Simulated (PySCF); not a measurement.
Sc(OH)3 (H₃O₃Sc), SMILES [OH][Sc]([OH])[OH]. Atoms are numbered in the order given.

```xyz
7

Sc     0.0000     0.0000     0.0000
O      1.5874    -0.9974     0.0000
H      2.0522    -1.8381     0.0000
O     -1.6575    -0.8760     0.0000
H     -2.6179    -0.8582     0.0000
O      0.0701     1.8734     0.0000
H      0.5658     2.6963     0.0000
```

Geometry: B3LYP-D3(BJ)/def2-SVP. Other conformers were not sampled.

Calculation: TDDFT-PBE/def2-SVPD (PySCF 2.14.0).

Vertical excitations; the highest root listed may be one member of a degenerate set. Isolated molecule, no solvent. State labels are in the subgroup Cs.

```json
[
 {"state": "S1", "symmetry": "A'", "energy (eV)": "4.46", "λ (nm)": "278", "f": "0.000", "main pairs": "HOMO→LUMO 100 %"},
 {"state": "S2", "symmetry": "A\"", "energy (eV)": "4.76", "λ (nm)": "261", "f": "0.050", "main pairs": "HOMO−1→LUMO 100 %"},
 {"state": "S3", "symmetry": "A'", "energy (eV)": "4.91", "λ (nm)": "252", "f": "0.006", "main pairs": "HOMO−2→LUMO, HOMO−3→LUMO (degenerate set)"},
 {"state": "S4", "symmetry": "A'", "energy (eV)": "4.91", "λ (nm)": "252", "f": "0.006", "main pairs": "HOMO−3→LUMO, HOMO−2→LUMO (degenerate set)"},
 {"state": "S5", "symmetry": "A\"", "energy (eV)": "4.98", "λ (nm)": "249", "f": "0.000", "main pairs": "HOMO−5→LUMO (degenerate set)"},
 {"state": "S6", "symmetry": "A\"", "energy (eV)": "4.98", "λ (nm)": "249", "f": "0.000", "main pairs": "HOMO−4→LUMO (degenerate set)"},
 {"state": "S7", "symmetry": "A\"", "energy (eV)": "5.84", "λ (nm)": "212", "f": "0.000", "main pairs": "HOMO→LUMO+2 (degenerate set)"},
 {"state": "S8", "symmetry": "A\"", "energy (eV)": "5.84", "λ (nm)": "212", "f": "0.000", "main pairs": "HOMO→LUMO+1 (degenerate set)"},
 {"state": "S9", "symmetry": "A'", "energy (eV)": "6.16", "λ (nm)": "201", "f": "0.003", "main pairs": "HOMO−1→LUMO+1 (degenerate set)"},
 {"state": "S10", "symmetry": "A'", "energy (eV)": "6.16", "λ (nm)": "201", "f": "0.003", "main pairs": "HOMO−1→LUMO+2 (degenerate set)"},
 {"state": "T1", "symmetry": "A'", "energy (eV)": "4.41", "λ (nm)": "281", "f": "0", "main pairs": "HOMO→LUMO 100 %"},
 {"state": "T2", "symmetry": "A\"", "energy (eV)": "4.61", "λ (nm)": "269", "f": "0", "main pairs": "HOMO−1→LUMO 100 %"},
 {"state": "T3", "symmetry": "A'", "energy (eV)": "4.84", "λ (nm)": "256", "f": "0", "main pairs": "HOMO−2→LUMO, HOMO−3→LUMO (degenerate set)"},
 {"state": "T4", "symmetry": "A'", "energy (eV)": "4.84", "λ (nm)": "256", "f": "0", "main pairs": "HOMO−3→LUMO, HOMO−2→LUMO (degenerate set)"}
]
```
Triplets are in the Tamm–Dancoff approximation, which puts them higher than full response would, so one can lie above its singlet here.
